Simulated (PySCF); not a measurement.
Compound: C5H3NS.
Geometry (BHandHLYP/def2-SVP, Å), atoms numbered from 1 in this order:
```
atom  x, y, z in Å
C1     2.8098   -0.5551    0.1692
C2     1.6257   -0.3637    0.0957
C3     0.2308   -0.1400    0.0113
C4    -0.4403    1.0517   -0.0221
N5    -1.7916    0.9685   -0.1051
C6    -2.1790   -0.2594   -0.1352
S7    -0.9218   -1.4315   -0.0660
H8     3.8613   -0.7241    0.2334
H9     0.0459    2.0183    0.0134
H10   -3.2175   -0.5655   -0.2001
```

Method used: BHandHLYP/def2-SVP geometry optimisation, gas phase in PySCF.

Masses are those of the commonest isotopes; rigid-rotor values at the optimised geometry. 

(1) What are A, B and C (cm⁻¹)?

(2) Classify the top.

(3) What does the inertial defect say?

(4) Predict some low-J microwave lines.

(5) Estimate the classical rotational partition function at 10 K, 25 K and 298.15 K.

Results:

(1) Ia = 90.58, Ib = 278.73, Ic = 369.31 u·Å²; 505379 MHz·u·Å²/I gives 5579, 1813 and 1368 MHz, that is A = 0.18610, B = 0.06048, C = 0.04565 cm⁻¹.

(2) An asymmetric top: κ = (2 × 1813 − 5579 − 1368)/(5579 − 1368) = -0.79.

(3) Planar: Δ = Ic − Ia − Ib = 0.00 u·Å². For a rigid frame Δ = −2 Σ m c², so it vanishes when all atoms lie in the ab plane; here none is more than 0.01 Å from it.

(4) The dipole components are |μa| = 0.74 D, |μb| = 1.09 D, |μc| = 0.00 D; the mirror of this Cs structure is the ab plane, so μc vanishes by symmetry and there are no c-type lines. Intensities carry the squares of the components, which stand as 0.46 : 1.00 (a : b). Some lines, for components of 0.1 D or more:

| type | branch | J(Ka,Kc) | MHz | lower level (cm⁻¹) |
| --- | --- | --- | --- | --- |
| a | Q | 1(1,0) ← 1(1,1) | 445 | 0.232 |
| a | Q | 2(1,1) ← 2(1,2) | 1334 | 0.429 |
| b | Q | 1(1,0) ← 1(0,1) | 4211 | 0.106 |
| b | R | 3(0,3) ← 2(1,2) | 6040 | 0.429 |
| a | R | 2(0,2) ← 1(0,1) | 6326 | 0.106 |
| a | R | 3(1,3) ← 2(1,2) | 8855 | 0.429 |
| a | R | 3(0,3) ← 2(0,2) | 9398 | 0.317 |
| a | R | 3(2,2) ← 2(2,1) | 9545 | 0.851 |
| a | R | 3(2,1) ← 2(2,0) | 9692 | 0.852 |
| a | R | 3(1,2) ← 2(1,1) | 10188 | 0.474 |
| b | Q | 3(2,1) ← 3(1,2) | 10839 | 0.813 |
| b | Q | 2(2,0) ← 2(1,1) | 11335 | 0.474 |
| b | Q | 2(2,1) ← 2(1,2) | 12632 | 0.429 |
| b | Q | 3(3,0) ← 3(2,1) | 19783 | 1.175 |
| b | Q | 3(3,1) ← 3(2,2) | 19965 | 1.169 |
| b | R | 3(2,2) ← 2(1,1) | 20843 | 0.474 |
| b | R | 3(2,1) ← 2(1,2) | 22361 | 0.429 |
| b | R | 3(3,1) ← 2(2,0) | 29472 | 0.852 |

(5) Point group Cs, symmetry number σ = 1; q = (√π/σ)·√((kT/h)³/(ABC)), k/h = 20836.6 MHz/K: 1430 at 10 K, 5660 at 25 K, 233000 at 298.15 K.

BHandHLYP/def2-SVP frequencies: not computed here. No vibrational averaging or centrifugal distortion is included, and the geometry carries the error of its method. Quadrupole hyperfine structure (14N) is left out.

Hardware: Arm Neoverse V1, one thread, no GPU, shared host with 32 logical CPUs at a one-minute load of 29. Cost: 29 s of wall time, 0.52 GiB resident at most. That covers the optimisation of the geometry.
